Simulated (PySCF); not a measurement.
Species: C4H4ClNO.
Structure used (GFN2-xTB), in Å, numbered top down from 1:
```
atom  x, y, z in Å
C1    -1.7749    0.0217   -0.0970
C2    -0.2985    0.1473   -0.1011
C3     0.6975   -0.6460    0.3935
C4     1.8772    0.0625    0.0499
Cl5    3.4704   -0.3942    0.3862
N6     1.5965    1.1689   -0.5881
O7     0.2505    1.2259   -0.6841
H8    -2.2186    0.8746    0.4138
H9    -2.0684   -0.8945    0.4054
H10   -2.1509    0.0124   -1.1185
H11    0.6247   -1.5758    0.9140
```

The closed-shell SCF was solved with PySCF and density fitting under several settings on one GFN2-xTB geometry (grid level 2 and gas phase unless stated).

```tsv
settings	basis functions	SCF cycles	E (Eh)	HOMO (eV)	LUMO (eV)	dipole (D)
PBE0/pcSseg-1	146	14	-744.4286	-7.73	-0.58	3.88
B3LYP/def2-SVPD	182	14	-744.6334	-7.53	-0.91	3.84
B3LYP/6-31++G**	154	14	-744.9573	-7.46	-0.80	3.94
BLYP/def2-SVP, energy threshold 1e-11 Eh	122	14	-744.4996	-6.12	-1.10	3.41
X3LYP/pcSseg-1, fitting basis def2-universal-jkfit	146	12	-744.7483	-7.52	-0.67	3.82
wB97X-D/def2-TZVP, start guess atom	247	12	-744.9742	-9.45	1.25	3.81
```

Problem. Estimate the rows for these settings: (1) BLYP/IGLO-II, grid level 3, fitting basis def2-universal-jkfit; (2) HF/pcSseg-1.

Solution. 
```json
{"settings": "BLYP/IGLO-II, grid level 3, fitting basis def2-universal-jkfit", "basis functions": "191", "SCF cycles": "13", "E (Eh)": "-744.9129", "HOMO (eV)": "-6.27", "LUMO (eV)": "-1.28", "dipole (D)": "3.53"}
{"settings": "HF/pcSseg-1", "basis functions": "146", "SCF cycles": "12", "E (Eh)": "-742.4658", "HOMO (eV)": "-10.12", "LUMO (eV)": "3.21", "dipole (D)": "4.20"}
```

Problem. Over all rows, what range does the HOMO–LUMO gap span?

Solution. From 4.99 eV (BLYP/IGLO-II, grid level 3, fitting basis def2-universal-jkfit) to 13.33 eV (HF/pcSseg-1). The functional of the narrowest has no exact exchange, that of the widest 100 % exact exchange.

Problem. And the dipole moment?

Solution. From 3.41 D (BLYP/def2-SVP, energy threshold 1e-11 Eh) to 4.20 D (HF/pcSseg-1); the largest is 1.23 times the smallest, and the median is 3.83 D.

Problem. Compare two rows with the functional B3LYP: B3LYP/def2-SVPD and B3LYP/6-31++G**. Which energy is lower, and by how much?

Solution. B3LYP/6-31++G** (154 functions) lies 0.3239 Eh or 203 kcal/mol below B3LYP/def2-SVPD (182 functions). The smaller set gives the lower energy; the two sets aren't nested, so the variational bound doesn't order them by size.

wB97X-D ran without the empirical dispersion term, which would shift the total energy alone. Cycle counts include a coarse-grid stage where the run had one. All basis functions are spherical, in the Pople sets too.
